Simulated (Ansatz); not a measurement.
A run of Ansatz (development build ahead of 0.2.0) on doublet TiO(+) at this shape:

```yaml
atoms:
  - { symbol: Ti, position_ang: [0.0000, 0.0000, 0.0000] }
  - { symbol: O, position_ang: [0.0000, 0.0000, 1.5700] }
```

Its results:

| Property | Result |
| --- | --- |
| Converged | yes |
| Total energy | -923.05003 hartree |
| Spin squared of the determinant | 0.750 |
| Stability test | minimum among restricted orbitals |

(1) Which input gives this output? Name the method, the orbitals and the basis set, and write the input.

Results:

(1) ROHF in pcseg-2.

```yaml
crystal:
  periodic: [false, false, false]
  atoms:
    - { symbol: Ti, position_ang: [0.0, 0.0, 0.0] }
    - { symbol: O, position_ang: [0.0, 0.0, 1.57] }
basis:
  gaussian: { orbitals: pcseg-2 }
total_charge: 1
magnetization:
  initial_magnetization: 1
hamiltonian:
  xc: hf
```

Caution: no unrestricted run beside it, a lower state can exist; other spin multiplicities were not run.
